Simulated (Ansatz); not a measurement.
Basis-set extrapolation for C2H9BOSi (`BO[SiH](C)C`) (PBE0-D4/def2-TZVP geometry, frozen core, the Gaussian-basis code of Ansatz). Multiplicity 1, RHF reference.

```csv
,def2-TZVPP,def2-QZVPP
HF,-469.650415,-469.668854
MP2 correlation,-0.816931,-0.874210
CCSD(T) correlation,-0.903224,not run
```

Energies in hartree. Use E(X) = E(∞) + A·exp(−7.88·√X) for Hartree–Fock and E(X) = E(∞) + B·X^(−2.97) for correlation, with X = 3 and 4, and add CCSD(T) minus MP2 of the smaller set to the MP2 limit.

What is the CCSD(T) energy at the basis-set limit?

HF limit: -469.668854 + (-0.018439) × 0.13774 = -469.67139. MP2 limit: -0.874210 + (-0.057279) × 0.74074 = -0.91664. Higher-order term: -0.903224 − (-0.816931) = -0.08629. Total: -470.67432 hartree, 75.7 kcal/mol below CCSD(T)/def2-TZVPP.
